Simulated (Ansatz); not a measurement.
One change: `NB(N)F` becomes `NB(F)Br`.

Ansatz, PBE0-D4/def2-TZVP geometries, multiplicity 1. Each molecule was computed in one conformer, which needn't be the lowest.

Scalar relativity is left out up to krypton.

```
                                                                                  property  `NB(N)F`
                                                         LUMO energy (PBE/def2-TZVPP) / eV      0.00
                                                     HOMO–LUMO gap (B3LYP/def2-TZVPP) / eV      7.32
                                          size of the dipole moment (B3LYP/def2-TZVPP) / D      2.33
ideal-gas entropy at 298 K and 1 bar (rigid rotor, harmonic PBE0-D4/def2-TZVP) / J/(mol·K)       287
                                            size of the dipole moment (PBE/def2-TZVPP) / D      2.28
                                                     LUMO energy (ωB97M-V/def2-TZVPP) / eV      2.06
```

Task: Give the same properties after the change, and the shifts. (Estimate.)

Result: Ansatz gave: 
```tsv
property	`NB(F)Br`	shift
LUMO energy (PBE/def2-TZVPP) / eV	-0.23	-0.23
HOMO–LUMO gap (B3LYP/def2-TZVPP) / eV	8.28	0.96
size of the dipole moment (B3LYP/def2-TZVPP) / D	2.86	0.53
ideal-gas entropy at 298 K and 1 bar (rigid rotor, harmonic PBE0-D4/def2-TZVP) / J/(mol·K)	300	13
size of the dipole moment (PBE/def2-TZVPP) / D	2.84	0.56
LUMO energy (ωB97M-V/def2-TZVPP) / eV	1.93	-0.13
```

With PBE0 the HOMO falls by 1.13 eV and the LUMO falls by 0.16 eV, so the gap widens by about 0.97 eV. PBE moves the HOMO by -1.25 eV and ωB97M-V by -0.99 eV. The zero-point energy changes by -66.8 kJ/mol with -6 modes. Dipoles are sizes alone; their direction can turn.

B3LYP here is the variant with VWN-RPA as its local correlation; programs differ in this.

Spin–orbit coupling is left out; it splits and shifts lone-pair levels of the heavy atoms by tenths of an eV.
